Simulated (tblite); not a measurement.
C₆H₈B₂.
Bonds: B1–C2, C2–C3 (triple), C3–C4, C4–C5 (triple), C5–C6, C6–B7, B7–C8. Hydrogens: H9, H10 on B1; H11, H12 on C6; H13 on B7; H14, H15, H16 on C8.

Computed with GFN2-xTB (tblite), gas phase: L-BFGS steps from a force-field or distance-geometry start until the largest atomic force falls under 0.01 eV/Å.

Step 13: E = -523.8172 eV
```
atom  x, y, z in Å  |  force x, y, z in eV/Å
B1      4.7369    0.7133    0.7361    0.063   0.023   0.017
C2      3.3434    0.2412    0.5591   -0.015   0.006  -0.036
C3      2.2016   -0.1366    0.3500    0.077   0.030  -0.011
C4      0.9437   -0.5462    0.0888   -0.080  -0.006  -0.009
C5     -0.1777   -0.9060   -0.1916   -0.025   0.079   0.040
C6     -1.5183   -1.3421   -0.4733   -0.048  -0.022   0.010
B7     -2.7094   -0.4925    0.1539   -0.020  -0.106  -0.103
C8     -2.6181    1.0495    0.4057    0.013   0.004   0.021
H9      5.5750   -0.0548    1.0295   -0.017   0.069   0.004
H10     4.9801    1.8492    0.5587    0.027  -0.077   0.026
H11    -1.6665   -1.2771   -1.5621   -0.018  -0.027   0.054
H12    -1.5958   -2.4062   -0.2183   -0.029   0.058  -0.020
H13    -3.7234   -1.0589    0.3147   -0.034  -0.007   0.012
H14    -1.6981    1.3656    0.8874    0.131  -0.027   0.023
H15    -2.6311    1.5598   -0.5572    0.019   0.009  -0.074
H16    -3.4497    1.4507    0.9770   -0.044  -0.008   0.047
```

Step 14: E = -523.8192 eV
```
atom  x, y, z in Å  |  force x, y, z in eV/Å
B1      4.7363    0.7141    0.7405    0.028   0.000  -0.036
C2      3.3440    0.2422    0.5522    0.004   0.005  -0.007
C3      2.2025   -0.1378    0.3476    0.021   0.024  -0.017
C4      0.9424   -0.5459    0.0898    0.004   0.023   0.004
C5     -0.1816   -0.8979   -0.1875   -0.043   0.040   0.018
C6     -1.5192   -1.3403   -0.4719   -0.027  -0.015   0.002
B7     -2.7113   -0.4953    0.1501   -0.051  -0.030  -0.049
C8     -2.6172    1.0467    0.4053    0.017   0.039   0.014
H9      5.5725   -0.0554    1.0301    0.005   0.055   0.026
H10     4.9788    1.8477    0.5585    0.042  -0.037   0.036
H11    -1.6645   -1.2784   -1.5599   -0.020  -0.015   0.009
H12    -1.5946   -2.4030   -0.2178   -0.020   0.006   0.003
H13    -3.7238   -1.0612    0.3140   -0.058  -0.018   0.006
H14    -1.6949    1.3598    0.8869    0.110  -0.036   0.004
H15    -2.6312    1.5598   -0.5569    0.032  -0.005  -0.063
H16    -3.4458    1.4538    0.9774   -0.044  -0.034   0.050
```

Step 15: E = -523.8203 eV
```
atom  x, y, z in Å  |  force x, y, z in eV/Å
B1      4.7364    0.7145    0.7419   -0.002  -0.016  -0.056
C2      3.3446    0.2429    0.5482    0.014   0.004   0.005
C3      2.2031   -0.1381    0.3458   -0.023   0.017  -0.020
C4      0.9415   -0.5453    0.0905    0.040   0.037   0.008
C5     -0.1843   -0.8924   -0.1848   -0.041   0.019   0.009
C6     -1.5201   -1.3393   -0.4710   -0.011  -0.001  -0.002
B7     -2.7135   -0.4972    0.1467   -0.065   0.036  -0.001
C8     -2.6163    1.0457    0.4054    0.020   0.040   0.001
H9      5.5709   -0.0548    1.0311    0.028   0.033   0.039
H10     4.9788    1.8462    0.5592    0.052   0.003   0.035
H11    -1.6635   -1.2794   -1.5583   -0.020  -0.009  -0.024
H12    -1.5941   -2.4010   -0.2173   -0.014  -0.031   0.019
H13    -3.7252   -1.0631    0.3137   -0.065  -0.019  -0.001
H14    -1.6910    1.3556    0.8865    0.063  -0.046  -0.017
H15    -2.6305    1.5596   -0.5577    0.036  -0.016  -0.029
H16    -3.4444    1.4551    0.9786   -0.013  -0.050   0.035
```

**Question.** Estimate the geometry and energy of step 16. (The exact step hangs on the optimiser's Hessian estimate; all steps are aligned on step 15, rigid shifts and turns removed.)

**Answer.** E = -523.8215 eV, largest force 0.104 eV/Å
```
atom  x, y, z in Å  |  force x, y, z in eV/Å
B1      4.7365    0.7145    0.7416   -0.019  -0.023  -0.058
C2      3.3451    0.2434    0.5447    0.016   0.001   0.009
C3      2.2037   -0.1378    0.3439   -0.051   0.014  -0.020
C4      0.9409   -0.5443    0.0910    0.039   0.038   0.004
C5     -0.1870   -0.8870   -0.1821   -0.026   0.003   0.003
C6     -1.5211   -1.3385   -0.4701   -0.005   0.012  -0.002
B7     -2.7169   -0.4983    0.1435   -0.061   0.075   0.038
C8     -2.6152    1.0456    0.4056    0.017   0.019  -0.012
H9      5.5699   -0.0535    1.0329    0.046   0.009   0.046
H10     4.9797    1.8448    0.5607    0.056   0.037   0.028
H11    -1.6629   -1.2805   -1.5573   -0.017  -0.005  -0.042
H12    -1.5937   -2.3996   -0.2166   -0.008  -0.047   0.029
H13    -3.7279   -1.0651    0.3135   -0.060  -0.008  -0.011
H14    -1.6861    1.3508    0.8857    0.008  -0.052  -0.036
H15    -2.6290    1.5590   -0.5590    0.035  -0.022   0.010
H16    -3.4434    1.4553    0.9805    0.028  -0.052   0.014
```

The energy changes by -0.0011 eV. The first-order estimate −F·Δx gives -0.0015 eV and the mean of the old and new forces, exact on a quadratic surface, -0.0011 eV. The step makes an angle of 57° with the force vector and moves no atom by more than 0.007 Å.

The cost below is that of the whole relaxation. The run took 0.88 s wall on Arm Neoverse V1, one thread, no GPU, on a shared host.
